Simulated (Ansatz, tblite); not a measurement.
Forces on LiCoO2 at its PBE0-D4/def2-TZVP geometry. Total charge 0; singlet.

The xTB rows come from tblite. The structure holds 1 bond(s) between oxygen atoms. The restricted singlet is unstable towards broken spin symmetry at other levels; at PBE-D4/def2-TZVP this wasn't settled. No other spin state of charge 0 was run. The geometry of the singlet was relaxed on an unsound state (restricted singlet, unstable towards broken spin symmetry at other levels and untested here). Another isomer (quintet) lies 3.32 eV lower at PBE0-D4/def2-TZVP; other spin states weren't run for this one.

GFN1-xTB (tblite), largest force 1.51 eV/Å:

```xyz
4
positions Å, forces eV/Å
Li   -0.276    1.267   -0.326   -0.292   -0.367    0.472
Co    0.898   -0.897   -0.481   -0.215   -0.213    0.321
O     0.178    0.046    0.886   -0.695   -0.158   -1.334
O    -0.800   -0.416   -0.080    1.203    0.738    0.542
```

GFN2-xTB (tblite), largest force 0.98 eV/Å:

```
Li -0.065 -0.193 0.158
Co -0.536 0.243 0.427
O -0.294 -0.306 -0.880
O 0.894 0.256 0.295
```

PBE-D4/def2-TZVP (Ansatz), largest force 0.62 eV/Å:

```
Li 0.098 0.350 -0.266
Co 0.395 -0.125 -0.339
O 0.069 0.036 0.613
O -0.561 -0.261 -0.008
```
